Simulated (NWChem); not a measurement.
Species: MgHSeBr; SMILES [SeH][Mg][Br]

```xyz
4

Mg     0.0039    -0.0306     0.0000
Br     0.0111    -2.3810     0.0000
Se     0.0297     2.3912     0.0000
H     -1.4448     2.4017     0.0000
```
Atoms are numbered in this order, from 1.

The geometry was optimised at PBE0/def2-SVP.

Symmetry labels are those of Cs in the frame above (b1 and b2, or b-type labels, depend on it).

List the 4 lowest vertical singlet excitations from PBE0/def2-SVPD, TDA (NWChem).


```
state  energy (eV)  oscillator strength  symmetry  leading excitation (squared amplitude)
-----  -----------  -------------------  --------  --------------------------------------
S1            4.14                0.038        a"                      HOMO → LUMO (0.99)
S2            5.04                0.000        a"                    HOMO → LUMO+1 (0.97)
S3            5.38                0.033        a'                    HOMO−1 → LUMO (0.61)
S4            5.38                0.042        a"                    HOMO−2 → LUMO (0.99)
```
